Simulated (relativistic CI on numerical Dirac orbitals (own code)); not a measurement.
**Cd4+: 3d photoemission**

Computed with this model: Dirac-Coulomb-Breit CI, KLI orbitals optimised for each configuration, a model potential for QED, valence Slater integrals scaled by 0.8, multiplet model of photoemission in the sudden approximation; configurations [Kr] 4d8 → [Ar] 3d9 4s2 4p6 4d8; 80 K; Lorentzian 0.42 eV and Gaussian 0.5 eV FWHM. Energies are those of the free ion, without screening or charge transfer. The energies are binding energies and can lie tens of eV above those of solids. S is read from ⟨S²⟩ = S(S + 1).

Field parameters in Wybourne normalisation: Oh B⁴₀ = 21Dq, B⁴₄ = √(5/14) B⁴₀. The field is a parameter set, without covalency.

Peaks in eV (height, largest 100): 468.7 (100), 472.0 (12), 473.1 (23), 475.0 (6), 478.0 (64), 479.5 (10).

(1) Which surroundings give this spectrum?
A. free ion
B. Oh, 10Dq = 32750 cm⁻¹
C. Oh, 10Dq = 7250 cm⁻¹
D. Oh, 10Dq = 20000 cm⁻¹

Results:

(1) A. free ion, where the ground state has S = 0.99.
